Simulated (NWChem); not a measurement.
System meant: AlBr2Cl; SMILES [Cl][Al]([Br])[Br]

NWChem input:

```
start job
memory heap 200 mb stack 900 mb global 1100 mb
geometry units angstroms noautoz
  Al     0.000000     0.000000     0.429888
  Cl     0.000000     0.000000     2.523472
  Br    -1.952146     0.000000    -0.681992
  Br     1.952146     0.000000    -0.681992
end
basis spherical
  * library def2-svp
end
dft
  odft
  mult 2
  xc b3lyp
  iterations 150
  mulliken
end
task dft energy
```

End of the output:

```
 Summary of "ao basis" -> "" (spherical)
 ------------------------------------------------------------------------------
       Tag                 Description            Shells   Functions and Types
 ---------------- ------------------------------  ------  ---------------------
 *                          def2-svp                  on all atoms

                                 NWChem DFT Module
                                 -----------------

 Summary of "ao basis" -> "ao basis" (spherical)
 ------------------------------------------------------------------------------
       Tag                 Description            Shells   Functions and Types
 ---------------- ------------------------------  ------  ---------------------
 Al                         def2-svp                 8       18   4s3p1d
 Cl                         def2-svp                 8       18   4s3p1d
 Br                         def2-svp                12       32   5s4p3d

 Summary of "ao basis" -> "ao basis" (spherical)
 ------------------------------------------------------------------------------
       Tag                 Description            Shells   Functions and Types
 ---------------- ------------------------------  ------  ---------------------
 Al                         def2-svp                 8       18   4s3p1d
 Cl                         def2-svp                 8       18   4s3p1d
 Br                         def2-svp                12       32   5s4p3d

      Symmetry analysis of basis
      --------------------------

        a1         40
        a2         12
        b1         30
        b2         18

  number of electrons :                  100
  multiplicity        :                    2
 ------------------------------------------------------------------------
  no. of electrons and multiplicity not compatible                 100
 ------------------------------------------------------------------------
 ------------------------------------------------------------------------
  current input line :
    19: task dft energy
 ------------------------------------------------------------------------
 ------------------------------------------------------------------------
 There is an error in the input file
 ------------------------------------------------------------------------
 For more information see the NWChem manual at https://nwchemgit.github.io

0: no. of electrons and multiplicity not compatible:Received an Error in Communication
```

**Question.** Can this run be used? If not, why, and what is the fix?

**Answer.** The input was rejected before any calculation. Cause: the multiplicity doesn't fit the number of electrons (an even count wants an odd multiplicity, and the reverse). This input runs:
```
start job
memory heap 200 mb stack 900 mb global 1100 mb
geometry units angstroms noautoz
  Al     0.000000     0.000000     0.429888
  Cl     0.000000     0.000000     2.523472
  Br    -1.952146     0.000000    -0.681992
  Br     1.952146     0.000000    -0.681992
end
basis spherical
  Al library def2-svp
  Cl library def2-svp
  Br library def2-svp
end
dft
  xc b3lyp
  iterations 150
  mulliken
end
task dft energy
```
It converges to -5850.38908 Ha (B3LYP/def2-SVP).
